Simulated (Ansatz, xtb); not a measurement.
# Relative energy of two spin states of BrH2In

Structure X: `[Br][InH2]`, a singlet. Structure Y: the triplet with the links of `[Br][InH2]`. Both are isolated molecules in the gas phase, relaxed with PBE0-D4/def2-SVP.

X (Å):

```tsv
atom	x (Å)	y (Å)	z (Å)
Br	-1.7455	0.6093	0.4286
In	0.7205	0.4009	0.0521
H	1.3094	1.4753	-1.1474
H	1.4538	-0.7853	1.0497
```

Y (Å):

```xyz
4

Br   -1.8613    0.7490    0.5796
In    0.2554   -0.1415   -0.4748
H     1.6312    1.1862   -0.4834
H     1.7130   -0.0936    0.7616
```

Question: Estimate E(Y) − E(X) at the level CCSD(T)/def2-TZVP.

Answer: Calculated at CCSD(T)/def2-TZVP: E(Y) − E(X) = +281.2 kJ/mol, so structure X lies lower.

How the difference moves with the method:

```
            level          geometry  E(Y) − E(X) (kJ/mol)  departure from the last row (kJ/mol)  job, with rough time for the two
 PBE0-D4/def2-SVP  PBE0-D4/def2-SVP                  +260.9                                 −20.3                optimisation, 32 s
     HF/def2-TZVP  PBE0-D4/def2-SVP                  +245.1                                 −36.1           part of the CCSD(T) run
    MP2/def2-TZVP  PBE0-D4/def2-SVP                  +281.2                                  −0.1           part of the CCSD(T) run
CCSD(T)/def2-TZVP  PBE0-D4/def2-SVP                  +281.2                                                      single point, 50 s
```

None of the levels shown reverses the order. The largest departure from CCSD(T)/def2-TZVP is that of HF/def2-TZVP, 36.1 kJ/mol. Levels run at GFN2-xTB geometries aren't shown.

With harmonic frequencies from PBE0-D4/def2-SVP (ideal gas, rigid rotor, one conformer each, 298.15 K, 1 atm): the zero-point term adds −11.8 kJ/mol; ΔH is +270.5 and ΔG +263.9 kJ/mol.

Open shells are spin-unrestricted. The correlated steps freeze 13 core orbitals; the filled d shell of Br and In is correlated, in a basis made for valence electrons. Atoms past krypton carry core potentials in the def2 sets and no spin–orbit term is included. ΔG holds the spin degeneracy. Codes used: Ansatz 0.2.0; the last row on 2 threads of Arm Neoverse V2 on a shared host.
